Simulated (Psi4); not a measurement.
BaF$_{2}$ (SMILES [F][Ba][F]), singlet, at a GFN2-xTB geometry (such geometries of metal compounds can be far from the true shape) (core potentials on Ba); Psi4 with HF/def2-SVPD.

Here is a job for Psi4.
```
memory 2 GB

molecule {
0 1
  Ba    0.18650156    0.20127267    0.18654445
  F    -0.80048008    0.58592680   -1.66796607
  F    -0.35997410   -1.83829010    0.50724504
}

set basis def2-svpd
set scf_type pk
set puream true
set d_convergence 1e-8

energy('scf')
print_variables()
```

Output, abridged:

```
   => Loading Basis Set <=

    Name: DEF2-SVPD
    Role: ORBITAL
    Keyword: BASIS

    !!!  WARNING: ECP capability is in beta. Please check occupations closely.  !!!

         ---------------------------------------------------------
                                   SCF
               by Justin Turney, Rob Parrish, Andy Simmonett
                          and Daniel G. A. Smith
                              RHF Reference
         ---------------------------------------------------------

  ==> Geometry <==

    Molecular point group: cs
    Full point group: Cs

    Geometry (in Angstrom), charge = 0, multiplicity = 1:

       Center              X                  Y                   Z               Mass
    ------------   -----------------  -----------------  -----------------  -----------------
         BA          -0.227576707316     0.187164305352     0.000000000000   137.905247000000
         F            1.869818135534     0.589949234811     0.000000000000    18.998403162730
         F           -0.217888667299    -1.948533929430     0.000000000000    18.998403162730

  Running in cs symmetry.

  Rotational constants: A =      0.30413  B =      0.16428  C =      0.10666 [cm^-1]
  Rotational constants: A =   9117.68608  B =   4925.03338  C =   3197.73591 [MHz]
  Nuclear repulsion =   57.640871514517372

  Charge       = 0
  Multiplicity = 1
  Electrons    = 28
  Nalpha       = 14
  Nbeta        = 14

  ==> Algorithm <==

  SCF Algorithm Type is PK.
  DIIS enabled.
  MOM disabled.
  Fractional occupation disabled.
  Guess Type is SAD.
  Energy threshold   = 1.00e-06
  Density threshold  = 1.00e-08
  Integral threshold = 1.00e-12

  ==> Primary Basis <==

  Basis Set: DEF2-SVPD
    Blend: DEF2-SVPD
    Number of shells: 29
    Number of basis functions: 79
    Number of Cartesian functions: 88
    Spherical Harmonics?: true
    Max angular momentum: 3

  Core potential: DEF2-SVPD
    Number of shells: 4
    Number of ECP primitives: 10
    Number of ECP core electrons: 46
    Max angular momentum: 3

  ==> Integral Setup <==

  Using in-core PK algorithm.
   Calculation information:
      Number of atoms:                   3
      Number of AO shells:              29
      Number of primitives:             52
      Number of atomic orbitals:        88
      Number of basis functions:        79

      Integral cutoff                 1.00e-12
      Number of threads:                 1

  Performing in-core PK
  Using 9988760 doubles for integral storage.
  We computed 91452 shell quartets total.
  Whereas there are 94830 unique shell quartets.

  ==> DiskJK: Disk-Based J/K Matrices <==

    J tasked:                  Yes
    K tasked:                  Yes
    wK tasked:                  No
    Schwarz Cutoff:          1E-12

  Minimum eigenvalue in the overlap matrix is 7.0476467375E-03.
  Reciprocal condition number of the overlap matrix is 1.6175501933E-03.
    Using symmetric orthogonalization.

  ==> Pre-Iterations <==

  SCF Guess: Superposition of Atomic Densities via on-the-fly atomic UHF (no occupation information).

   -------------------------
    Irrep   Nso     Nmo
   -------------------------
     A'        54      54
     A"        25      25
   -------------------------
    Total      79      79
   -------------------------

  ==> Iterations <==

                        Total Energy        Delta E     RMS |[F,P]|

   @RHF iter SAD:  -222.97409863171433   -2.22974e+02   0.00000e+00
   @RHF iter   1:  -223.76379647107586   -7.89698e-01   1.17031e-02 DIIS/ADIIS
   @RHF iter   2:  -223.85161847080818   -8.78220e-02   9.69452e-03 DIIS/ADIIS
   @RHF iter   3:  -223.95791158626054   -1.06293e-01   3.52145e-04 DIIS/ADIIS
   @RHF iter   4:  -223.95824542853128   -3.33842e-04   7.19236e-05 DIIS
   @RHF iter   5:  -223.95826037609362   -1.49476e-05   1.52703e-05 DIIS
   @RHF iter   6:  -223.95826144936555   -1.07327e-06   3.52641e-06 DIIS
   @RHF iter   7:  -223.95826151394351   -6.45780e-08   6.19581e-07 DIIS
   @RHF iter   8:  -223.95826151599454   -2.05102e-09   1.33894e-07 DIIS
   @RHF iter   9:  -223.95826151608625   -9.17169e-11   3.20994e-08 DIIS
   @RHF iter  10:  -223.95826151609197   -5.71276e-12   5.67294e-09 DIIS
  Energy and wave function converged.

  ==> Post-Iterations <==

    Orbital Energies [Eh]
    ---------------------

    Doubly Occupied:

       1Ap   -26.149128     2Ap   -26.149120     3Ap    -1.559139
       4Ap    -1.407682     5Ap    -1.380527     1App   -0.843090
       6Ap    -0.839814     7Ap    -0.838691     8Ap    -0.528436
       9Ap    -0.519320     2App   -0.519040     3App   -0.510745
      10Ap    -0.487104    11Ap    -0.483668

    Virtual:

      12Ap    -0.007504     4App    0.018547    13Ap     0.028094
      14Ap     0.037889     5App    0.075031    15Ap     0.076345
      16Ap     0.085395    17Ap     0.086305     6App    0.089383
      18Ap     0.109609     7App    0.115392    19Ap     0.145394
      20Ap     0.153588     8App    0.221514     9App    0.227463
      21Ap     0.238155    22Ap     0.261437    23Ap     0.317245
      24Ap     0.342360    25Ap     0.352725    10App    0.374106
      11App    0.377099    26Ap     0.380352    27Ap     0.407027
      28Ap     0.502411    29Ap     0.527602    12App    0.531314
      30Ap     0.545505    31Ap     0.550673    13App    0.552335
      14App    0.556606    32Ap     0.605159    33Ap     0.612789
      34Ap     0.783961    15App    0.785740    16App    0.819099
      35Ap     0.833357    36Ap     0.858827    17App    0.919117
      18App    0.997610    37Ap     1.011874    38Ap     1.015268
      39Ap     1.096610    19App    1.610123    40Ap     1.797629
      20App    1.834394    41Ap     1.859929    21App    1.877687
      42Ap     1.895109    43Ap     1.912145    44Ap     2.136013
      45Ap     2.166431    46Ap     2.376038    47Ap     3.195442
      48Ap     3.811209    22App    3.813928    49Ap     3.828730
      23App    3.835924    50Ap     3.858759    24App    3.862093
      25App    3.866424    51Ap     3.895052    52Ap     3.917404
      53Ap     3.976314    54Ap    83.417924

    Final Occupation by Irrep:
             Ap   App
    DOCC [    11,    3 ]
    NA   [    11,    3 ]
    NB   [    11,    3 ]

  @RHF Final Energy:  -223.95826151609197

   => Energetics <=

    Nuclear Repulsion Energy =             57.6408715145173716
    One-Electron Energy =                -438.7672570648803685
    Two-Electron Energy =                 157.1681240342710453
    Total Energy =                       -223.9582615160919659

Computation Completed

Properties will be evaluated at   0.000000,   0.000000,   0.000000 [a0]

Properties computed using the SCF density matrix

 Multipole Moments:

 ------------------------------------------------------------------------------------
     Multipole            Electronic (a.u.)      Nuclear  (a.u.)        Total (a.u.)
 ------------------------------------------------------------------------------------

 L = 1.  Multiply by 2.5417464519 to convert [e a0] to [Debye]
 Dipole X            :        -26.3777891           23.7946720           -2.5831171
 Dipole Y            :         21.6936990          -19.5692841            2.1244149
 Dipole Z            :          0.0000000            0.0000000            0.0000000
 Magnitude           :                                                    3.3444929

 ------------------------------------------------------------------------------------

  Variable Map:
  ----------------------------------------------------------------------------
  "CURRENT ENERGY"           =>    -223.958261516092
  "CURRENT REFERENCE ENERGY" =>    -223.958261516092
  "DD SOLVATION ENERGY"      =>       0.000000000000
  "HF KINETIC ENERGY"        =>     206.161694351473
  "HF POTENTIAL ENERGY"      =>    -430.119955867565
  "HF TOTAL ENERGY"          =>    -223.958261516092
  "HF VIRIAL RATIO"          =>       2.086323345472
  "NUCLEAR REPULSION ENERGY" =>      57.640871514517
  "ONE-ELECTRON ENERGY"      =>    -438.767257064880
  "PCM POLARIZATION ENERGY"  =>       0.000000000000
  "PE ENERGY"                =>       0.000000000000
  "SCF ITERATION ENERGY"     =>    -223.958261516092
  "SCF ITERATIONS"           =>      10.000000000000
  "SCF TOTAL ENERGY"         =>    -223.958261516092
  "TWO-ELECTRON ENERGY"      =>     157.168124034271

  Array Variable Map:
  ----------------------------------------------------------------------------
  "CURRENT DIPOLE"           =>      -2.583117099887 ... 0.000000000000 1 by 3
  "SCF DIPOLE"               =>      -2.583117099887 ... 0.000000000000 1 by 3
  "SCF TOTAL ENERGIES"       =>    -222.974098631714 ... -223.958261516092 1 by 11
```
